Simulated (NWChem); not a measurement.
System: C$_{4}$H$_{3}$FO; SMILES c1occc1F

```xyz
9

F     -0.0310     2.0619     0.0000
C     -0.0108     0.7273     0.0000
C      1.1651    -0.0903     0.0000
C      0.6922    -1.3819     0.0000
O     -0.6688    -1.4009     0.0000
C     -1.1065    -0.1068     0.0000
H      2.2066     0.2462     0.0000
H      1.1846    -2.3595     0.0000
H     -2.1863     0.0620     0.0000
```
Atoms are numbered in this order, from 1.

Computed with NWChem. Pople sets run with spherical d functions. All runs use the structure optimised with PBE-D3(BJ)/def2-SVP. B3LYP is NWChem's, with the RPA form of VWN correlation. Field at 589 nm.

Task: Predict the results for B3LYP/6-31G*. Quantities: isotropic polarisability (bohr³); anisotropy (bohr³).

Result: 
| Property | Result |
|---|---|
| isotropic polarisability (bohr³) | 39.2 |
| anisotropy (bohr³) | 31.7 |
